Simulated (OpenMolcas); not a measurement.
# Al II: CASPT2 settings compared

| Item | Value |
| --- | --- |
| Program | OpenMolcas |
| Basis | ANO-RCC-VQZP [6s5p3d2f1g] |
| Scalar Hamiltonian | DKH4, point nucleus |
| Active space | 2 electrons in 4 orbitals (3s 3p) |
| State averaging | 2S+1 = 3 even, 3 roots (0 in the spin-orbit step); 2S+1 = 1 even, 1 root; 2S+1 = 3 odd, 3 roots; 2S+1 = 1 odd, 3 roots |
| Spin-orbit coupling | RASSI with atomic mean-field integrals over the reference wave functions, term energies averaged over their components |

Methods on the same reference wave functions:
A. CASSCF
B. SS-CASPT2, IPEA 0.6 Eh, real shift 0.05 Eh (closed shells correlated: 2s 2p)
C. SS-CASPT2, IPEA 0.1 Eh, no level shift (closed shells correlated: 2s 2p)
D. XMS-CASPT2, IPEA 0.5 Eh, imaginary shift 0.25 Eh (closed shells correlated: 2s 2p)

Energies in cm⁻¹ above 3s² ¹S₀, the measured ground level; measured values from NIST Handbook of Basic Atomic Spectroscopic Data.

```
     Level      A      B      C      D  Measured
   3s² ¹S₀    0.0    0.0    0.0    0.0       0.0
3s 3p ³P°₀  37337  37490  37210  37200     37393
3s 3p ³P°₁  37388  37550  37260  37250     37454
3s 3p ³P°₂  37490  37650  37360  37350     37578
3s 3p ¹P°₁  67951  62740  61090  61310     59852
```

Deviations, from unrounded energies. A percentage is the sum of absolute deviations over the sum of measured energies, with the sign that they share, or ± where signs differ.

```
           Against measurement  Levels     A     B     C     D
mean absolute deviation (cm-1)       4  2100   790   460   520
      other configurations (%)       4  ±4.8  +1.8  ±1.1  ±1.2
```

C lies closest to measurement on these levels and A furthest from it. The largest miss of C in the table is 3s 3p ¹P°₁, by +1200 cm-1. The ranking rests on the paired levels alone, and a cruder setting can come out closer through cancelling errors.

Among B to D the level of the table that moves most is 3s 3p ¹P°₁, by 1600 cm-1 (lowest in C, highest in B). Moves below CASPT2's spread within the term are not significant.

The lowest spin-free term lies below A's lowest term by 0.228 hartree in B, 0.229 hartree in C, 0.228 hartree in D.

CASPT2 does not keep the components of a term degenerate, so their means are used; among the terms shown or strongly mixed into the levels shown the widest spread is 17 cm-1 (3s 3p ¹P°, D). Without dynamic correlation excited terms often stand tens of per cent too high (terms of higher spin than the ground term too low), and those without a measured partner can miss by more than the paired ones (holds for A). Measured partners are found by configuration, term and J. A level has none where our copy of the source lacks it or the pairing is in doubt (some pairs that miss far off the trend of their configuration count as doubtful), and it then counts in no deviation. Levels of configurations outside the active space are missing.

° marks odd parity.
